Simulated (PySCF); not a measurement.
F2I2Si. Atoms are numbered in the order given.

```xyz
5

F      0.0000    -1.2905    -1.8553
Si     0.0000     0.0000    -0.8944
F      0.0000     1.2905    -1.8553
I     -2.0292     0.0000     0.4332
I      2.0292     0.0000     0.4332
```
Charge 0, spin multiplicity 1.

Geometry optimised at B3LYP-D3(BJ)/def2-SVP. The def2 effective core potentials stand for the cores of I; spin–orbit coupling is left out.

Calculation: PySCF with M06-2X/def2-TZVP.

Gas-phase values at a fixed geometry.

```json
{
  "total_energy": "-1084.67860 hartree",
  "point_group": "C2v",
  "highest_occupied_level": "-9.29 eV",
  "lowest_empty_level": "-1.15 eV",
  "orbital_gap": "8.14 eV",
  "dipole_moment": "1.38 D",
  "quadrupole, principal values (traceless, Buckingham form, about the centre of nuclear charge)": "-4.20, -3.03, 7.23 D·Å",
  "mean_static_polarisability": "81.9 bohr³ (12.14 Å³)",
  "polarisability_principal_values": "61.3, 71.5, 113.0 bohr³"
}
```
